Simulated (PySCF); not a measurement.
Al2(mu-NH2)2(Br)4, H₄Al₂Br₄N₂, singlet at its CAM-B3LYP/def2-SVP optimised geometry (Å):

```
12

Al     0.6939    -1.2208     0.0000
Al    -0.6944     1.2174     0.0000
N      0.0026    -0.0001     1.3463
H      0.7178     0.4076     1.9539
H     -0.7082    -0.4051     1.9609
Br    -0.4669    -3.1632    -0.0003
Br     2.9573    -1.2208     0.0000
N      0.0034     0.0003    -1.3463
H      0.7195     0.4076    -1.9531
H     -0.7070    -0.4040    -1.9617
Br    -2.9573     1.2104    -0.0022
Br     0.4616     3.1632     0.0022
```

Calculation: CAM-B3LYP/def2-TZVP run with PySCF. Cells within 0.4 Å of a nucleus heavier than hydrogen are left out (blank, or x).

Map of the HOMO amplitude (bohr^(-3/2)) on the plane z = 0.0 Å; orbital energy -9.70 eV, overall sign arbitrary:

```
|5555555555555555555555555555555|
|5555555555555555555555555555555|
|5555555555555555555555555555555|
|5555555555555666654444555555555|
|5555555555556678754444455555555|
|5555544455556799742334445555555|
|5555444444556898xx0134445555555|
|5554444444456798xx0134445555555|
|5554433333456776410234445555555|
|5554432112345665422334455555555|
|5554431001345555433444555555555|
|5555544x32344x54444445555555555|
|555566xx54445xx4444555555555555|
|5556689887555555555555555555555|
|5556689987655555555556666655555|
|5555677876655555555566787765555|
|5555566666555555555567899866555|
|5555555655555555555567889866555|
|5555555555544444xx54455xx765555|
|55555555554444445x44323x4455555|
|5555555554443345555431001344555|
|5555555544332245665432112344555|
|5555555444320147776543333344555|
|5555555444310xx8976544444444555|
|5555555444310xx8986554444445555|
|5555555444322479976555544455555|
|5555555544444578766555555555555|
|5555555554444566665555555555555|
|5555555555555555555555555555555|
|5555555555555555555555555555555|
|5555555555555555555555555555555|
```
Scale: ten equal steps from -0.124 (start of '0') to 0.113 (end of '9'), in the order '0123456789'; x runs from -5.50 to 5.50, y from -5.50 (bottom) to 5.50 (top).
